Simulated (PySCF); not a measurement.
**Tl (thallium, neutral) across methods**

[Xe] 4f14 5d10 6s2 6p1, 2P determinant. All numbers are calculated (PySCF 2.14, scalar relativity through the core potential, in aug-cc-pVDZ-PP with ECP60MDF).

```csv
method,E (hartree),mean ε 6s α (eV),mean ε 6s β (eV),mean ε 6p α (eV),Σ⟨r²⟩ (bohr²),⟨S²⟩
M06,-172.5251,-10.459,-10.279,-3.002,64.43,0.750
LDA,-172.2514,-9.965,-9.588,-2.760,63.05,0.751
PBE0,-172.4943,-10.683,-10.025,-3.422,62.89,0.752
UHF,-171.51252,-12.899,-11.545,-5.217,63.85,0.759
B97-3,-172.5329,-10.595,-10.008,-3.291,63.22,0.751
r2SCAN,-172.5738,-9.932,-9.384,-2.900,62.44,0.754
PBE,-172.5294,-9.657,-9.220,-2.684,63.43,0.751
wB97M-V,-172.4145,-12.859,-12.072,-5.156,62.76,0.753
PW91,-172.6019,-9.722,-9.282,-2.725,63.34,0.751
```

Energies and moments cover only the electrons outside the core potential. Spin-orbit coupling, absent here, splits the open shell strongly.
